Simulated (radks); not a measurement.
Values are calculated unless marked as measured or tabulated.
Q: Pt, configuration [Xe] 4f13 5d10 6s1 (not the ground configuration). Code: a radial shooting solver on a logarithmic mesh with Libxc functionals. Model: scalar-relativistic Kohn-Sham, PBEsol, spin-polarised, spherical densities, point nucleus; open shells are filled with parallel spins first (spin-orbit coupling, left out, can overturn this in heavy ions). Some entries of the table are withheld. Estimate them.

orbital  occ.  eigenvalue (eV)  <1/r> (bohr^-1)
1s up       1        -78422.82            93.99
1s down     1        -78422.80            93.99
2s up       1        -13787.54            22.02
2s down     1        -13787.51            22.02
2p up       3        -11950.36            19.66
2p down     3        -11950.33            19.66
3s up       1        -3250.251            8.160
3s down     1        -3249.495            8.162
3p up       3        -2715.385            7.462
3p down     3        -2714.618            7.463
3d up       5        -2135.348            7.029
3d down     5        -2134.757            7.030
4s up       1        -707.8763            3.502
4s down     1        -706.6051            3.501
4p up       3        -531.9466            3.168
4p down     3        -530.7218            3.167
4d up       5        -318.5629            2.842
4d down     5        -317.3709            2.840
5s up       1        -105.8365            1.442
5s down     1        -105.4138            1.439
4f up       7         -81.4523            2.426
4f down     6         -80.2601            2.423
5p up       3         -58.7914            1.224
5p down     3         -58.4822            1.222
5d up       5              (1)           0.8180
5d down     5              (2)           0.8248
6s up       1              (3)              (4)
6s down     0              (5)              (6)

A: 
(1) 5d up eigenvalue (eV): -7.1553
(2) 5d down eigenvalue (eV): -6.7671
(3) 6s up eigenvalue (eV): -5.9859
(4) 6s up <1/r> (bohr^-1): 0.4417
(5) 6s down eigenvalue (eV): -5.2056
(6) 6s down <1/r> (bohr^-1): 0.4408
